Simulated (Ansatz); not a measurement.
System: sum formula SiH3S3 (charge 0, doublet). It need not be the lowest isomer of its formula. 
Geometry from a B3LYP-D3(BJ)/def2-TZVP (Ansatz, a first-principles code) optimisation:
```xyz
7

S     -0.0926     1.5130    -1.3552
Si     0.2710    -0.3622    -0.3462
S      1.4256    -0.1773     1.4768
S     -1.7185    -0.9920     0.1589
H      1.0980     2.0292    -1.0063
H      2.6143    -0.2266     0.8486
H     -1.3380    -2.2311     0.5178
```
Charge 0, spin multiplicity 2.

Dipole moments at this geometry, in debye (magnitudes).

```csv
level,program,dipole (D)
SVWN5/def2-TZVPD,Ansatz,1.57
PBE/def2-TZVPD,Ansatz,1.54
revPBE/def2-TZVPD,Ansatz,1.54
B97M-V/def2-TZVPD,Ansatz,1.67
CCSD(T)/aug-cc-pV(D+d)Z,Ansatz,1.65
```
